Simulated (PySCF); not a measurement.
SMILES [SiH3][O][Ge]([Cl])([Cl])[Cl] at its CAM-B3LYP/def2-SVP optimised geometry (Å):

```
9

Si     1.2560    -1.1606    -1.0095
O     -0.0394    -0.8432     0.0000
Ge    -1.7680    -0.8432     0.0000
Cl    -2.4732    -1.8464    -1.7460
Cl    -2.4551    -1.8499     1.7387
Cl    -2.4778     1.1606     0.0000
H      1.1081    -0.4064    -2.2822
H      1.3279    -2.6160    -1.3011
H      2.4778    -0.7217    -0.2941
```

Computed with CAM-B3LYP/def2-TZVP in PySCF. Cells within 0.4 Å of a nucleus heavier than hydrogen are left out (blank, or x).

Map of the deformation density (molecule minus spherical neutral atoms) (e/bohr³) on the plane z = 0.0 Å:

```
|222222222222222222222222222|
|222222222222222222222222222|
|222222222222222222222222222|
|222222222222222222222222222|
|222222222222222222222222222|
|222222222222222222222222222|
|222221122222222222222222222|
|222210122222222222222222222|
|222210143222222222222222222|
|22224xx64322222222222222222|
|22235xx43222222222222222222|
|222333224222222222222222222|
|222233575211222222222222222|
|222223553112333211222222222|
|222211210025796311343112222|
|2221101xx038xx7411476212222|
|2221101xx038xx7510365222222|
|222211111025676300233222222|
|222211110012333100122222222|
|222221111011222111122222222|
|222222211112222212222222222|
|222222222222222222222222222|
|222222222222222222222222222|
|222222222222222222222222222|
|222222222222222222222222222|
|222222222222222222222222222|
|222222222222222222222222222|
```
Scale: ten equal steps from -0.015 (start of '0') to 0.041 (end of '9'), in the order '0123456789'; x runs from -4.50 to 4.50, y from -4.50 (bottom) to 4.50 (top).
